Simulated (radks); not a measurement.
The numbers below are computed, except where a source is named.
Task: Ionisation of the strontium ion Sr3+, [Ar] 3d10 4s2 4p5, to [Ar] 3d10 4s2 4p4 as the strength of local exchange is varied. Level of theory: scalar-relativistic Kohn-Sham, Slater X-alpha exchange (alpha = 2/3 is LDA exchange), no correlation, spin-polarised, spherical densities, finite nucleus; open shells are filled with parallel spins first (spin-orbit coupling, left out, can overturn this in heavy ions); Fermi nuclear charge, rms radius 4.224 fm (a radial shooting solver on a logarithmic mesh with Libxc functionals).

alpha  E(Sr3+) (hartree)  exchange (hartree)  IE (eV)  -e of the level emptied (eV)  <r> of it (bohr)
0.697        -3174.65862          -101.52305   55.425                   48.693 (4p)             1.493
0.709        -3176.40923          -103.32268   55.657                   48.925 (4p)             1.491
0.71         -3176.55515          -103.47273   55.676                   48.944 (4p)             1.491
0.724        -3178.59873          -105.57469   55.947                   49.215 (4p)             1.488
0.726        -3178.89077          -105.87516   55.986                   49.254 (4p)             1.487
0.817        -3192.20424          -119.59808   57.765                   51.038 (4p)             1.470
0.843        -3196.01735          -123.53737   58.279                   51.554 (4p)             1.465
x            -3170.28592           -97.03161   54.848                   48.115 (4p)             1.499

Which alpha was used in the last row?

Result: alpha = 0.667. NIST Atomic Spectra Database: 56.280 eV (semi-empirical). The Delta-SCF value meets it near alpha = 0.74. Open shells are spherical and high-spin; term and fine-structure splittings are not resolved.
